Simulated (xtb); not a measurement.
C2H7NSi2, SMILES [C@@H]1(N=C[SiH2]1)[SiH3]. All values are semi-empirical tight-binding results from xtb (GFN2-xTB unless named), good for trends rather than for accurate numbers. The structure is a stationary point at GFN2-xTB. The structure was generated by enumeration; whether it is a known compound was not checked.

Optimised geometry:

Bonds (Å): Si1–C2 1.902, Si1–H6 1.465, Si1–H7 1.461, Si1–H8 1.467, C2–N3 1.468, C2–Si5 1.942, C2–H9 1.093, N3–C4 1.277, C4–Si5 1.900, C4–H10 1.082, Si5–H11 1.461, Si5–H12 1.460. Bond angles (°): C2–Si1–H6 109.0, C2–Si1–H7 110.5, C2–Si1–H8 107.2, H6–Si1–H7 110.0, H6–Si1–H8 109.6, H7–Si1–H8 110.4, Si1–C2–N3 109.9, Si1–C2–Si5 120.9, Si1–C2–H9 108.8, N3–C2–Si5 90.2, N3–C2–H9 109.1, Si5–C2–H9 115.9, C2–N3–C4 103.1, N3–C4–Si5 98.4, N3–C4–H10 121.0, Si5–C4–H10 140.7, C2–Si5–C4 68.2, C2–Si5–H11 116.0, C2–Si5–H12 118.1, C4–Si5–H11 115.5, C4–Si5–H12 118.2, H11–Si5–H12 113.5.

Computed properties:
```
Property                                       Result
--------------------------------------  -------------
orbital gap                                   2.65 eV
dipole moment                                  2.57 D
zero-point energy                       47.5 kcal/mol
G − E(el) at 298.15 K (modified RRHO)   28.0 kcal/mol
static polarisability (D4 model)           84.9 bohr³
solvation energy, GFN2-xTB/ALPB(water)  -1.2 kcal/mol
solvation energy, GFN2-xTB/ALPB(thf)    -4.3 kcal/mol
```

Computed atomic charges and the Wiberg bond orders between heavy atoms:
charges (e) Si1 0.45, C2 -0.15, N3 -0.26, C4 -0.04, Si5 0.45, H6 -0.11, H7 -0.09, H8 -0.11, H9 0.01, H10 0.02, H11 -0.08, H12 -0.09. Bond orders Si1–C2 0.87, C2–N3 1.05, N3–C4 1.92, C2–Si5 0.87, C4–Si5 0.89.
